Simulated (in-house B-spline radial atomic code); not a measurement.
How numerical settings move a run on Ce³⁺, [Xe] 4f1. Computed with an all-electron radial atomic-structure program (B-spline basis): scalar-relativistic (X2C) TPSS, spherical fractional occupations, Fermi nucleus of rms radius 4.8771 fm.

Command:
```bash
python run_scf.py task.json out
```
Settings of the sound reference run:
```
Z                58
electrons        55
configuration    [Xe] 4f1
hamiltonian      x2c
method           tpss,tpss
spin_polarised   False
nucleus          fermi
rms_radius       4.8771
mass_number      140
atomic_mass      139.9054
speed_of_light   137.036
knot_spacing     0.22
spline_order     8
gauss_points     12
box_radius       16.22
max_iterations   70
damping          0.5
damped_steps     3
diis_vectors     10
tolerance        1e-08
start            Thomas-Fermi
```

Cost of the run: 0.32 s on 1 thread of Arm Neoverse V1, on a shared host.

It converges in 8 iterations to -8858.000302 hartree, with 4f at -28.3397 eV. The other runs change the listed settings, some to values that make no sense; their results aren't properties of the atom or ion. Radii are in bohr (the nuclear one in fm), a minus after a letter asks for a j subshell, and «unchanged» means within 1e-8 hartree. The run stops when the residual is below 10 × tolerance × max(1, Z/10), or a noise floor if that is larger, and the energy moves by less than 1e-8 × √|E| hartree; so very loose and very tight tolerances often act alike.

| changed settings | outcome |
| --- | --- |
| spline_order = 4, gauss_points = 4, max_iterations = 8, tolerance = 1e-13 | not converged after 8 iterations, last residual 1.8e-07, last energy +5.60e-03 hartree from the reference |
| max_iterations = 100, damping = 0.8, damped_steps = 8, start = bare nucleus | converged in 13 iterations, energy unchanged, 4f level +6.5e-06 eV |
| box_radius = 64.88 | converged in 8 iterations, energy +1.66e-06 hartree from the reference, 4f level +4.7e-05 eV |
| max_iterations = 5, damping = 0.95, damped_steps = 1, diis_vectors = 2 | not converged after 5 iterations, last residual 2.2e-05, last energy +1.22e-08 hartree from the reference |
| first_knot = 0.0172 | converged in 8 iterations, energy +7.49e-01 hartree from the reference, 4f level -1.1e-03 eV |
| tolerance = 1e-13 | converged in 9 iterations, energy unchanged, 4f level +1.8e-05 eV |
| first_knot = 0.00172 | converged in 8 iterations, energy -8.75e-02 hartree from the reference, 4f level -6.8e-04 eV |
| first_knot = 1.72e-06 | converged in 7 iterations, energy -2.32e-05 hartree from the reference, 4f level +1.4e-03 eV |
| box_radius = 2.43 | converged in 8 iterations, energy +3.18e+00 hartree from the reference, 4f level +1.8e+01 eV (the program warns: 4f reaches the box edge; 4s reaches the box edge) |
| tolerance = 1e-06 | converged in 5 iterations, energy unchanged, 4f level +2.2e-04 eV |
| box_radius = 8.11 | converged in 8 iterations, energy -1.90e-05 hartree from the reference, 4f level -2.6e-04 eV (the program warns: 4f reaches the box edge) |
| tolerance = 1e-05 | converged in 4 iterations, energy +6.69e-08 hartree from the reference, 4f level -3.3e-04 eV |
| first_knot = 0.000172 | converged in 8 iterations, energy -1.28e-04 hartree from the reference, 4f level +1.0e-03 eV |
| box_radius = 3.24 | converged in 8 iterations, energy +3.73e-01 hartree from the reference, 4f level +4.1e+00 eV (the program warns: 4f reaches the box edge; 4d reaches the box edge) |
| electrons = 56, configuration = [Xe] 4f1 6s-1, max_iterations = 75 | stopped with error: j subshells need the Dirac Hamiltonian and l > 0 |
| first_knot = 1.72e-05 | converged in 8 iterations, energy -4.19e-05 hartree from the reference, 4f level -1.2e-03 eV |
| spline_order = 10, gauss_points = 6, first_knot = 1.72e-05, max_iterations = 50, damping = 0 | converged in 7 iterations, energy -1.04e-05 hartree from the reference, 4f level +1.2e-05 eV |

(1) What happens with box_radius = 4.87?

(2) What happens with first_knot = 0.00517?

(3) What happens with knot_spacing = 2, first_knot = 0.00517, max_iterations = 75, damping = 0.95, diis_vectors = 2?

(4) What happens with hamiltonian = dirac, method = hf, spin_polarised = True?

Results:

(1) Converged in 8 iterations, energy +3.91e-03 hartree from the reference, 4f level +1.2e-01 eV (the program warns: 4f reaches the box edge; 5s reaches the box edge).

(2) Converged in 8 iterations, energy -2.88e-01 hartree from the reference, 4f level -2.8e-04 eV.

(3) Converged in 8 iterations, energy +4.76e+02 hartree from the reference, 4f level -9.3e+01 eV (the program warns: 4f reaches the box edge; 2s reaches the box edge).

(4) Stopped with error: spin polarisation is not served with the Dirac Hamiltonian.
